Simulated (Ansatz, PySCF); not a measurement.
The pair A = CH5GaO (SMILES C[O][GaH2]) (first 8 atoms), B = HF (SMILES F); geometry from B3LYP-D3(BJ)/def2-TZVP.
(charge 0, multiplicity 1):
```xyz
10

C     -0.8196    -0.5960     2.4661
O      0.3063     0.0950     1.9371
Ga     0.6098     0.3995     0.1766
H     -1.4990    -0.9262     1.6751
H     -0.4800    -1.4702     3.0254
H     -1.3645     0.0633     3.1449
H     -0.5009    -0.1749    -0.7550
H      1.9242     1.1787    -0.0777
F      1.9207     0.8978     3.7387
H      1.3177     0.5982     3.0596
```

Cores are frozen in the correlated methods. Filled d and f shells under p-block atoms count as core. CBS(a, b) extrapolates the correlation energy as X⁻³ and adds the Hartree–Fock energy of set b. MP2 and its Hartree–Fock in aug-cc-pVTZ are density fitted.

Run with Ansatz (a first-principles code) with Gaussian orbitals; PySCF for the dispersion terms. Values without a source in brackets are computed.

The monomers are drawn apart, rigid, along the line of their centres of mass. Counterpoise-corrected interaction energies (kcal/mol):

```
level                                                     R = 4.014 Å  R = 4.651 Å
--------------------------------------------------------  -----------  -----------
PBE/def2-TZVPPD                                               -7.3058      -3.5372
PBE-D3(BJ)/def2-TZVPPD                                        -7.8573      -3.8558
wB97M-V/def2-TZVPPD                                           -7.8968      -3.8829
MP2/CBS(aug-cc-pVDZ, aug-cc-pVTZ) + ΔCCSD(T)/aug-cc-pVDZ      -7.8254      -3.9124
```

Question: R is the distance of the centres of mass. Find the local exponent m of E ∝ R⁻ᵐ between the two points.

Answer: 
m = ln(E₁/E₂)/ln(R₂/R₁): PBE/def2-TZVPPD 4.9; PBE-D3(BJ)/def2-TZVPPD 4.8; wB97M-V/def2-TZVPPD 4.8; MP2/CBS(aug-cc-pVDZ, aug-cc-pVTZ) + ΔCCSD(T)/aug-cc-pVDZ 4.7. For scale, two fixed dipoles give m = 3, dipole and quadrupole 4, quadrupoles 5, and dispersion or dipole-induced dipole 6 at long range; at these distances several terms mix, and what is left of overlap and damping shifts m, so it need not match one of them.
